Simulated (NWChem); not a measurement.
# CH4FGaO2; SMILES [F][Ga]([O]C)[OH]

```xyz
9

Ga     0.0135     0.3554     0.0001
F      1.0595     1.7505    -0.0005
O     -1.7415     0.5825     0.0002
H     -2.0037     1.5096    -0.0006
O      0.7625    -1.2349     0.0013
C      0.0491    -2.4450    -0.0010
H      0.3143    -3.0360    -0.8947
H      0.3198    -3.0420     0.8870
H     -1.0477    -2.3131     0.0029
```
Atoms are numbered in this order, from 1.

Computed with NWChem. The geometry was optimised at PBE0/def2-SVP. Total energies compare along this basis series because the functional is fixed.

```csv
level,basis functions,energy (Ha),highest occupied level (eV),orbital gap (eV),dipole (D),relative time
PBE0/pcseg-1,103,-2214.8993,-8.37,7.06,1.94,3
PBE0/aug-pcseg-1,164,-2214.9225,-8.41,6.85,1.74,10
PBE0/pcseg-2,219,-2215.3497,-8.36,7.03,1.75,10
PBE0/STO-3G,42,-2188.5742,-2.07,4.70,1.07,1
PBE0/def2-SVP,108,-2214.7103,-8.15,7.08,1.84,2
```

Relative times are rough (shared machine, one core).
